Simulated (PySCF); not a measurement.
B(Br)(Me)(vinyl) (C3H6BBr), SMILES C(=C)B(C)Br.

Coordinates come from a PBE-D3(BJ)/def2-SVP optimisation. Other conformers were not sampled.

All values below come from PBE-D3(BJ)/def2-SVP run with PySCF.

Frequencies are harmonic and unscaled.

```
mode  ν (cm⁻¹)  IR (km/mol)  moving atoms (share of kinetic energy)
----  --------  -----------  --------------------------------------
1           54          1.1                          H 80 %, C 18 %
2           78          0.8                          H 53 %, C 39 %
3          202          0.5         C 52 %, H 22 %, Br 13 %, B 12 %
4          265          0.2                 C 55 %, H 31 %, Br 10 %
5          331          2.6                 C 57 %, Br 24 %, H 17 %
6          340          1.1                          H 57 %, B 41 %
7          565          2.1                  H 67 %, C 21 %, B 11 %
8          574         22.4                  C 46 %, H 29 %, B 20 %
9          770         18.4                  H 55 %, C 33 %, B 11 %
10         818         16.6                  H 50 %, B 29 %, C 22 %
11         954         53.8                  H 60 %, B 24 %, C 16 %
12         968         25.3                          H 73 %, C 27 %
13        1003        150.1                  H 43 %, B 38 %, C 19 %
14        1016          7.9                          H 89 %, C 11 %
15        1158         28.7                          H 48 %, B 45 %
16        1256          6.6                          H 69 %, C 28 %
17        1280        101.5                  H 58 %, C 28 %, B 13 %
18        1374          5.9                                  H 96 %
19        1380         18.4                          H 90 %, C 10 %
20        1384         43.6                          H 78 %, C 15 %
21        1617         54.4                          C 84 %, H 14 %
22        2969          0.6                                  H 97 %
23        3046          0.7                           H 91 %, C 9 %
24        3056         12.4                                  H 95 %
25        3072         14.8                           H 91 %, C 9 %
26        3080          3.6                           H 92 %, C 8 %
27        3150          8.7                          H 89 %, C 11 %
```
